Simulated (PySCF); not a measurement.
# Mayer bond orders and bond lengths

C7H11OP.
Atom-mapped SMILES: `[CH3:1][CH2:2][P:3]([CH3:4])[c:5]1[cH:6][cH:7][o:8][cH:9]1` (hydrogens: H10, H11, H12 on C1; H13, H14 on C2; H15, H16, H17 on C4; H18 on C6; H19 on C7; H20 on C9)

Structure used (GFN2-xTB), in Å, numbered top down from 1:
```
atom  x, y, z in Å
C1    -1.7341   -0.9137    0.6905
C2    -1.4772   -0.8802   -0.8096
P3    -0.3129    0.4389   -1.4395
C4    -1.0237    1.9340   -0.6094
C5     1.0766    0.1267   -0.3146
C6     1.7948   -1.1000   -0.2011
C7     2.8028   -0.8686    0.6771
O8     2.7773    0.4048    1.1063
C9     1.7380    1.0023    0.4990
H10   -2.3199   -1.7955    0.9452
H11   -2.2899   -0.0373    1.0140
H12   -0.7970   -0.9554    1.2425
H13   -2.4164   -0.7460   -1.3545
H14   -1.0516   -1.8331   -1.1366
H15   -2.0399    2.0781   -0.9729
H16   -0.4324    2.8024   -0.8934
H17   -1.0252    1.8354    0.4734
H18    1.5745   -2.0186   -0.7057
H19    3.5759   -1.5017    1.0663
H20    1.5749    2.0382    0.7200
```

Bond orders from the PBE0/pcSseg-1 density (PySCF). One conformer (not necessarily the lowest) at the GFN2-xTB geometry, without solvent, vibrations or thermal averaging.

Question: Where do the orders between heavy atoms depart from those drawn in the SMILES?

Answer: The largest departure is 0.428, at O8–C9 (drawn aromatic, 1.072), counting aromatic bonds as 1.5. Drawn single, order below 0.88: P3–C5 (0.875). The bonds drawn aromatic range from 1.07 to 1.61.

Question: Set the Mayer orders of the bonds between heavy atoms beside their lengths.

Answer: 
```tsv
bond	drawn as	length (Å)	Mayer order
C1–C2	single	1.522	1.026
C2–P3	single	1.869	0.973
P3–C4	single	1.852	1.004
P3–C5	single	1.815	0.875
C5–C6	aromatic	1.426	1.255
C6–C7	aromatic	1.357	1.615
C7–O8	aromatic	1.344	1.084
O8–C9	aromatic	1.344	1.072
C9–C5	aromatic	1.366	1.591
```

Bonds between the same two heavy elements. C–C: lowest C1–C2 (1.026, 1.522 Å), highest C6–C7 (1.615, 1.357 Å). C–P: lowest P3–C5 (0.875, 1.815 Å), highest P3–C4 (1.004, 1.852 Å); in 2 of the 3 pairs the longer bond (by over 0.003 Å) has the higher order (by 0.02 or more). C–O: all 2 within 0.02 of one another (1.072 to 1.084).

Question: And the bonds to hydrogen?

Answer: C–H: 0.93 to 1.00 (11 bonds).

Question: Sum the orders of all bonds at each heavy atom with more than one neighbour and set the sums beside the valence in the SMILES.

Answer: C1 3.918 (drawn 4), C2 3.891 (drawn 4), P3 2.852 (drawn 3), C4 3.847 (drawn 4), C5 3.721 (drawn 4), C6 3.865 (drawn 4), C7 3.682 (drawn 4), O8 2.156 (drawn 2), C9 3.662 (drawn 4). Orders between atoms that aren't bonded are not in these sums.

The Mayer order sums products of elements of PS (density times overlap matrix) between the two atoms' basis functions, so it depends on the basis set.

The run behind these numbers computed NMR shieldings as well. Hardware: one thread of an AMD EPYC 9R45, shared host. Cost: 26 s wall (grids of density and orbitals included), 1.0 GiB resident at most.
